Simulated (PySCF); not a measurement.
NICS in isomers of C6H9N3.

NICS is the negative of the GIAO shielding at a point without a nucleus: at the ring centre (0) and 1 Å above and below it (1); zz is the component along the ring normal. Level: GIAO PBE0/pcSseg-1 (PySCF, non-relativistic, gas phase) on the GFN2-xTB geometries, one conformer each. Atom numbers follow the mapped SMILES.

Question: Order these rings by mean NICS(1)zz, lowest (most negative) first (ppm).
A. ring C1–C2–N3–N8–N9 in `[cH:1]1[cH:2][n:3]([CH:4]2[CH2:5][CH2:6][CH2:7]2)[n:8][n:9]1`
B. ring C3–N4–N5–N6–C8 in `[CH2:1]=[CH:2][c:3]1[n:4][n:5][n:6]([CH3:7])[c:8]1[CH3:9]`
C. ring N2–N3–N4–C5–C6 in `[CH3:1][n:2]1[n:3][n:4][cH:5][c:6]1[CH:7]1[CH2:8][CH2:9]1`
D. ring N3–N4–N5–C6–C8 in `[CH2:1]=[CH:2][n:3]1[n:4][n:5][c:6]([CH3:7])[c:8]1[CH3:9]`

Answer: A (-33.2), C (-31.2), B (-29.3), D (-27.9).

```json
{"SMILES": "c1cn(C2CCC2)nn1", "ring": "5-membered ring with 3 N; formal bonds all aromatic", "NICS(0)": "-12.6", "NICS(1)": "-13.2", "NICS(1)zz": "-33.2", "HOMA": "0.95", "rms pucker (Å)": "0.00", "ring atoms with four or more neighbours": "0"}
{"SMILES": "Cn1nncc1C1CC1", "ring": "5-membered ring with 3 N; formal bonds all aromatic", "NICS(0)": "-12.4", "NICS(1)": "-12.7", "NICS(1)zz": "-31.2", "HOMA": "0.95", "rms pucker (Å)": "0.00", "ring atoms with four or more neighbours": "0"}
{"SMILES": "C=Cc1nnn(C)c1C", "ring": "5-membered ring with 3 N; formal bonds all aromatic", "NICS(0)": "-11.2", "NICS(1)": "-12.2", "NICS(1)zz": "-29.3", "HOMA": "0.93", "rms pucker (Å)": "0.00", "ring atoms with four or more neighbours": "0"}
{"SMILES": "C=Cn1nnc(C)c1C", "ring": "5-membered ring with 3 N; formal bonds all aromatic", "NICS(0)": "-10.3", "NICS(1)": "-11.9", "NICS(1)zz": "-27.9", "HOMA": "0.91", "rms pucker (Å)": "0.00", "ring atoms with four or more neighbours": "0"}
```

NICS(0) gives the same order. The isotropic NICS(1) gives the same order. HOMA uses Krygowski's 1993 parameters. NICS(1) and NICS(1)zz are means over the two faces.
